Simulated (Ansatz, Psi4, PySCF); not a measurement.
Species: C₂H₄BO₂ (charge 0, doublet). SMILES: OB(C=[CH])O
Structure (B3LYP-D3(BJ)/def2-TZVP (Ansatz, an electronic-structure program) minimum search):
```
B
O 1 1.3683
H 2 0.9616 1 116.00
O 1 1.3724 2 124.23 3 0.00
H 4 0.9619 1 116.12 2 0.00
C 1 1.5616 2 119.37 3 -180.00
C 6 1.3069 1 124.93 2 0.00
H 7 1.0805 6 138.46 1 -180.00
H 6 1.0967 7 118.49 8 0.00
```
Charge 0, spin multiplicity 2.

Quantity: enthalpy of formation at 298 K, in kcal/mol. Terms: LANL2DZ all-electron up to Ne; 6-311+G** with 5d; six Cartesian d functions in 6-31G* and its kin unless marked 5d; no spin-orbit coupling; non-relativistic; UHF or UKS for open shells; frozen cores in correlated levels; dispersion terms only where a functional's name holds one. Ab initio and DFT rows: single points at B3LYP-D3(BJ) geometries (Ansatz), with unscaled harmonic terms from B3LYP/6-31G* (Ansatz) at its own minima, enthalpies of formation by atomisation with measured atoms. A UHF reference is markedly spin-contaminated in at least one set, which strains HF and MP2.

| level | program | enthalpy of formation at 298 K (kcal/mol) |
|---|---|---|
| PBE/STO-3G | Ansatz | -211.5 |
| PBE/LANL2DZ | Ansatz | -58.3 |
| PBE/def2-SVP | Ansatz | -117.4 |
| BP86/def2-SVP | PySCF | -118.1 |
| BP86/6-31G* (5d) | PySCF | -102.8 |
| B3LYP/6-31G* | Ansatz | -68.1 |
| B3LYP/6-311+G** | Ansatz | -70.1 |
| wB97X-D/6-311+G** | Psi4 | -71.7 |
| MP2/LANL2DZ | Ansatz | 73.5 |
| B3PW91/6-31G* (5d) | PySCF | -72.3 |
| r2SCAN-D4/def2-TZVPD | Ansatz + dftd4 | -90.2 |
| wB97X-V/def2-TZVPD | Ansatz | -78.3 |

No value to compare with is used here. The 10 habitual levels span -211.5 (PBE/STO-3G) to 73.5 kcal/mol (MP2/LANL2DZ); wB97X-V/def2-TZVPD gives -78.3.

The levels are drawn from those run, B3LYP/6-31G* more often than the rest, none by its result; left out are runs that failed, that the program found above a lower state of the same kind, or whose <S^2> lies over 0.5 above the pure value.
